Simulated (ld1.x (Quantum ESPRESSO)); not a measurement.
## Before and after: PAW potential for boron

- Element: boron (B)
- Generator: ld1.x (Quantum ESPRESSO) 7.5
- Type: PAW
- Functional: LDA (PZ)
- Relativity: scalar-relativistic
- Frozen core: [He]
- Valence charge: 3
- Reference configuration: 2s1.75 2p1.25
- Partial waves: 2s (bound): rcut 1.00, rcutus 1.30 bohr; 2s channel at 2.7 Ry: rcut 1.00, rcutus 1.30 bohr; 2p (bound): rcut 2.45, rcutus 3.15 bohr; 2p channel at 0.25 Ry: rcut 2.45, rcutus 3.15 bohr; 3d channel at 0.2 Ry: rcut 1.80, rcutus 2.55 bohr; 3d channel at 0.85 Ry: rcut 1.80, rcutus 2.55 bohr
- Local potential: all-electron potential smoothed inside 2.25 bohr (lloc = -1)
- Core correction: Bessel-smoothed model core inside 0.65 bohr
- Augmentation charge: PSQ, inside the norm-conserving radii

All-electron outer shells of the reference configuration (LDA (PZ), scalar-relativistic, ld1.x):

| shell | level (eV) | outermost node (bohr) | outermost maximum (bohr) |
| --- | --- | --- | --- |
| 1s | -178.93 | – | 0.21 |
| 2s | -9.51 | 0.46 | 1.52 |
| 2p | -3.84 | – | 1.55 |

Change: functional PBE.

Cutoffs: the cutoffs (Ry, on a coarse ladder) from which the occupation-weighted sum of valence levels, in a spherical-Bessel basis at the reference potential, stays within 10 and 1 mRy of its value at 400 Ry; they do not see the model core or the augmentation charge, which bear on the density cutoff. Errors are all-electron minus pseudo energies relative to the spin-unpolarised reference configuration.

**Question.** How do hardness, ghosts and transferability respond?

**Answer.** The potential gets neither clearly harder nor softer (15 Ry and 21 Ry → 15 Ry and 21 Ry); the number of tests with a reliable result goes from 9 to 7; of the 7 tests that both files solve, the error grows in 2 and shrinks in 1 by more than 15 % and 0.3 meV (median size 0.4 → 0.5 meV); neither file shows a bound ghost.

```csv
quantity,base,changed
"cutoff, loose",15 Ry,15 Ry
"cutoff, tight",21 Ry,21 Ry
loose cutoff by channel (10 mRy a level),"s 10 Ry, p 6 Ry","s 12 Ry, p 6 Ry"
bound ghosts,none,none
"error for 2s2 2p1, meV [ΔE -1.42 → -1.46 eV]",0.0,0.0
"error for 2s2 2p0, meV [ΔE 6.91 → 6.76 eV]",-0.1,-0.2
"error for 2s1 2p0, meV [ΔE 32.21 → 32.18 eV]",-5.3,-3.3
"error for 2s2 2p1.3, meV [ΔE -2.19 → -2.20 eV]",-0.1,-0.1
"error for 2s0 2p3, meV [ΔE 9.98 → 10.26 eV]",-2.1,-3.6
"error for 2s1 2p2, meV [ΔE 4.27 → 4.39 eV]",-0.4,-0.5
"error for 2s1 2p1, meV [ΔE 12.86 → 12.90 eV]",-5.2,-6.0
s: phases at 3.39 bohr within 0.05 rad from the reference energy up to (Ry; the scan ends near 5),to the end of the scan,to the end of the scan
p: phases at 3.39 bohr within 0.05 rad from the reference energy up to (Ry; the scan ends near 5),1.0,1.0
d: phases at 3.39 bohr within 0.05 rad from the reference energy up to (Ry; the scan ends near 5),3.3,3.3
lowest overlap eigenvalue by channel,"s 0.66, p 0.50, d 0.95","s 0.68, p 0.51, d 0.93"
```
